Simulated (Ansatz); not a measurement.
Species: chloro(trimethyl)germane, C3H9ClGe, charge 0, multiplicity 1. SMILES: [CH3][Ge]([CH3])([CH3])[Cl]
Geometry from a B3LYP-D3(BJ)/def2-TZVP (Ansatz, an electronic-structure program) optimisation:
```
Ge
C 1 1.9569
H 2 1.0892 1 110.03
H 2 1.0892 3 108.86 1 -120.66
H 2 1.0912 3 108.96 4 -118.70
C 1 1.9569 2 112.67 3 55.60
H 6 1.0892 1 110.03 2 -175.55
H 6 1.0892 7 108.86 1 -120.66
H 6 1.0912 7 108.96 8 -118.70
C 1 1.9569 2 112.67 3 -175.55
H 10 1.0892 1 110.03 2 175.55
H 10 1.0892 11 108.86 1 120.66
H 10 1.0912 11 108.96 12 118.70
Cl 1 2.2020 2 106.04 3 -59.98
```
Charge 0, spin multiplicity 1.

Property: vertical triplet-singlet gap (E(triplet) - E(singlet); each state is the SCF solution reached for its spin; the molecule has degenerate orbitals, so one determinant may break the symmetry), in kcal/mol. Correlated levels leave the core frozen unless marked. UHF or UKS for open shells. No spin-orbit coupling. The frozen core is the preceding noble-gas configuration, with the filled d and f shells of earlier blocks. Non-relativistic. CBS(X,Y): correlation extrapolated as X^-3; Hartree-Fock from the larger set. [CCSD(T)-MP2]/basis is that difference in the basis named.

RI-MP2/CBS(def2-TZVPPD,def2-QZVPPD)+[CCSD(T)-MP2]/def2-TZVPPD (Ansatz) gives 181.4 kcal/mol.

Question: Another calculation gave 144.9 kcal/mol. Which level was it?
A. wB97M-V/def2-TZVPD (Ansatz)
B. PBE/def2-TZVPD (Ansatz)
C. CAM-B3LYP/def2-TZVPD (Ansatz)
D. r2SCAN/def2-TZVPD (Ansatz)

Answer: B, PBE/def2-TZVPD (Ansatz). The others give 153.8 (r2SCAN), 166.8 (wB97M-V), 163.1 (CAM-B3LYP) kcal/mol.
